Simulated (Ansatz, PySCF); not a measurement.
Gas-phase reaction (SMILES): C=CC[Si](O)(O)O + O (H2O) -> O[Si](O)(O)O [silicic acid] + C=CC; water cleaves one Si-C bond, a model of a ligand-exchange step.

Geometries: B3LYP-D3(BJ)/def2-TZVP minima from Ansatz (a quantum-chemistry and plane-wave program), one conformer each, not searched for the lowest. Cores are frozen in the correlated levels unless marked. Spin-orbit coupling is left out. Non-relativistic. CBS marks a two-point X^-3 extrapolation of the correlation energy; Hartree-Fock from the larger set. [CCSD(T)-MP2]/basis is that difference in the basis named. Thermal terms are rigid-rotor harmonic-oscillator values from B3LYP-D3(BJ) frequencies (Ansatz or PySCF) at 298.15 K and 1 atm. 1 Eh = 627.5095 kcal/mol.

```json
[
 {"species": "C=CC[Si](O)(O)O", "E, RI-MP2/CBS(aug-cc-pV(T+d)Z,aug-cc-pV(Q+d)Z)+[CCSD(T)-MP2]/aug-cc-pV(T+d)Z (Ansatz) (Eh)": "-633.73317", "E, PBE-D3(BJ)/def2-TZVPD (Ansatz + dftd3) (Eh)": "-634.06933", "H - E (Eh)": "0.12450"},
 {"species": "O (H2O)", "E, RI-MP2/CBS(aug-cc-pV(T+d)Z,aug-cc-pV(Q+d)Z)+[CCSD(T)-MP2]/aug-cc-pV(T+d)Z (Ansatz) (Eh)": "-76.37791", "E, PBE-D3(BJ)/def2-TZVPD (Ansatz + dftd3) (Eh)": "-76.38147", "H - E (Eh)": "0.02495"},
 {"species": "O[Si](O)(O)O", "E, RI-MP2/CBS(aug-cc-pV(T+d)Z,aug-cc-pV(Q+d)Z)+[CCSD(T)-MP2]/aug-cc-pV(T+d)Z (Ansatz) (Eh)": "-592.40587", "E, PBE-D3(BJ)/def2-TZVPD (Ansatz + dftd3) (Eh)": "-592.70290", "H - E (Eh)": "0.06559"},
 {"species": "C=CC", "E, RI-MP2/CBS(aug-cc-pV(T+d)Z,aug-cc-pV(Q+d)Z)+[CCSD(T)-MP2]/aug-cc-pV(T+d)Z (Ansatz) (Eh)": "-117.74462", "E, PBE-D3(BJ)/def2-TZVPD (Ansatz + dftd3) (Eh)": "-117.78176", "H - E (Eh)": "0.08449"}
]
```

Task: Work out ΔE and ΔH at 298.15 K at the first level, then ΔH at the second.

Result: 
1. ΔE = [(-592.40587) + (-117.74462)] - [(-633.73317) + (-76.37791)] = -0.03941 Eh = -24.7 kcal/mol at RI-MP2/CBS(aug-cc-pV(T+d)Z,aug-cc-pV(Q+d)Z)+[CCSD(T)-MP2]/aug-cc-pV(T+d)Z.
2. The terms H - E add up to 0.00063 Eh, so ΔH = (-0.03941 + (0.00063))×627.5095 = -24.3 kcal/mol.
3. At PBE-D3(BJ)/def2-TZVPD the same steps give ΔE = -21.2 and ΔH = -20.9 kcal/mol, a shift of +3.4 from the first level.
4. These values are not checked against measurement here, since the tables used lack a sound gas-phase enthalpy of formation for at least one species.
